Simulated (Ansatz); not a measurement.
Mulliken charges of `C[NH][Ge]([Cl])([Cl])[Cl]` from PBE/def2-TZVPP in Ansatz (PBE0-D4/def2-TZVP geometry).

```json
{"atom": "C1", "x (Å)": "0.429", "y (Å)": "-1.221", "z (Å)": "0.719", "charge (e)": "-0.194"}
{"atom": "N2", "x (Å)": "0.779", "y (Å)": "-0.019", "z (Å)": "-0.022", "charge (e)": "-0.245"}
{"atom": "Ge3", "x (Å)": "-0.509", "y (Å)": "1.124", "z (Å)": "-0.541", "charge (e)": "0.720"}
{"atom": "Cl4", "x (Å)": "-2.081", "y (Å)": "0.236", "z (Å)": "-1.695", "charge (e)": "-0.255"}
{"atom": "Cl5", "x (Å)": "0.399", "y (Å)": "2.644", "z (Å)": "-1.714", "charge (e)": "-0.240"}
{"atom": "Cl6", "x (Å)": "-1.433", "y (Å)": "1.957", "z (Å)": "1.182", "charge (e)": "-0.240"}
{"atom": "H7", "x (Å)": "1.331", "y (Å)": "-1.649", "z (Å)": "1.162", "charge (e)": "0.102"}
{"atom": "H8", "x (Å)": "-0.062", "y (Å)": "-1.990", "z (Å)": "0.113", "charge (e)": "0.107"}
{"atom": "H9", "x (Å)": "-0.240", "y (Å)": "-0.958", "z (Å)": "1.541", "charge (e)": "0.101"}
{"atom": "H10", "x (Å)": "1.470", "y (Å)": "-0.176", "z (Å)": "-0.743", "charge (e)": "0.143"}
```

By hand: the dipole of these point charges (1 e Å = 4.8032 D).

Σ q r = (0.453, -0.617, 0.216) e Å, of length 0.795 e Å = 3.82 D.

How does the dipole of the full density compare? (An estimate is asked.)

Computed: (0.321, -0.426, 0.070) e Å, 2.58 D; the point charges give 1.48 times that, at 8° from its direction.

Point charges leave out the atoms' own dipoles, such as those of lone pairs, and Mulliken's split depends on the basis, so the two needn't agree.
